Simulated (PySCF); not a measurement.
PySCF 2.14 output of an unrestricted PBE calculation on a single atom or ion in dyall-av2z (11s7p2d, 42 functions), with the non-relativistic Hamiltonian (point nucleus):

```
SCF conv_tol = 1e-09
number electrons alpha = 5  beta = 5
    J. P. Perdew, K. Burke, and M. Ernzerhof.,  Phys. Rev. Lett. 77, 3865 (1996)
    J. P. Perdew, K. Burke, and M. Ernzerhof.,  Phys. Rev. Lett. 78, 1396 (1997)
    J. P. Perdew, K. Burke, and M. Ernzerhof.,  Phys. Rev. Lett. 77, 3865 (1996)
    J. P. Perdew, K. Burke, and M. Ernzerhof.,  Phys. Rev. Lett. 78, 1396 (1997)
cycle= 1 E= -128.860081470364  delta_E= -0.00849  |g|= 0.0594  |ddm|= 0.0951
cycle= 2 E= -128.859149831666  delta_E= 0.000932  |g|= 0.0956  |ddm|= 0.0435
cycle= 3 E= -128.861095965135  delta_E= -0.00195  |g|= 0.00723  |ddm|= 0.0213
cycle= 4 E= -128.861109471249  delta_E= -1.35e-05  |g|= 2.81e-05  |ddm|= 0.00214
cycle= 5 E= -128.861109471346  delta_E= -9.69e-11  |g|= 1.66e-06  |ddm|= 7.7e-06
converged SCF energy = -128.861109471346  <S^2> = -4.4408921e-15  2S+1 = 1
```

The run itself started from symmetry-adapted Hartree-Fock orbitals and held the occupation by maximum overlap, on a logarithmic radial grid, so the iterations belong to that start.

Which element, charge and spin multiplicity is this?

Ne (neon, neutral), multiplicity 1; the state was [Ne], closed-shell 1S.
